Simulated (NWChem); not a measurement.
# ScClF2; SMILES [F][Sc]([F])[Cl]

```xyz
4

Sc     0.0000     0.0000    -0.3934
F      0.0000     1.5446    -1.3352
F      0.0000    -1.5446    -1.3352
Cl     0.0000     0.0000     1.8997
```
Atoms are numbered in this order, from 1.

All runs: NWChem. Structure relaxed at the PBE0/def2-SVP level.

For level PBE0/def2-SVP:

| Property | Result |
|---|---|
| highest occupied level (eV) | -8.99 |
| orbital gap (eV) | 6.31 |
| dipole (D) | 0.71 |

Question: What are these values for level OLYP/def2-SVP?

Answer: The highest occupied level (eV) comes out as -7.30, the orbital gap (eV) is 3.86 and the dipole (D) comes out as 0.84.
